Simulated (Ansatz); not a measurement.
Program: Ansatz. Geometries: PBE0-D4/def2-TZVP. ΔE: electronic, gas phase. CBS: MP2 limit from def2 TZ/QZ plus the TZ coupled-cluster correction, frozen cores. This one scheme is used for every species, atoms too. For atomizations the MP2-based limit and the directly extrapolated one differ by several kJ/mol either way, and by 10 to 25 for some Ge, Se and Sn compounds, so smaller differences from it don't rank the levels. Functionals use def2-TZVPP. No spin–orbit coupling; open shells (•) take unrestricted orbitals. Spin–orbit coupling would lower the free atoms: a little for B, C, Cl. Each species was taken in one conformer, which may not be the lowest.

Consider the atomization: `CN(C)B(Cl)Cl` → B• + 2 C• + 2 Cl• + 6 H• + N•.

Question: What is ΔE at CCSD(T)/CBS? (Estimate.)

Answer: The calculation gave: +1100.9 kcal/mol.

Question: What do these levels give: LDA (SPW92), r2SCAN0-D4, ωB97X-V, ωB97M-V, MP2/def2-TZVPP, CCSD(T)/def2-TZVPP? (Best estimate.)

Answer: Computed: LDA (SPW92) 1269.0, r2SCAN0-D4 1094.9, ωB97X-V 1107.1, ωB97M-V 1110.4, MP2/def2-TZVPP 1097.4, CCSD(T)/def2-TZVPP 1073.4 kcal/mol.

Largest T1 diagnostic among the species: 0.014.

The D4 term adds +11.7 kcal/mol with B3LYP and +6.2 kcal/mol with PBE0; it sums over pairs of atoms, weighted by their polarisabilities, and B3LYP, whose exchange is more repulsive, gets the larger term. In def2-TZVPP, CCSD(T) changes the Hartree–Fock value by +259.1 kcal/mol (the triples alone add +17.7 kcal/mol) and MP2 by +283.1 kcal/mol; breaking electron pairs costs correlation energy, which Hartree–Fock lacks. From PBE to PBE0 (25 % exact exchange), in def2-TZVPP and without D4, ΔE moves by −16.9 kcal/mol: exact exchange takes away binding that semilocal exchange gives to molecules.

B3LYP here is the variant with VWN-RPA as its local correlation; programs differ in this.
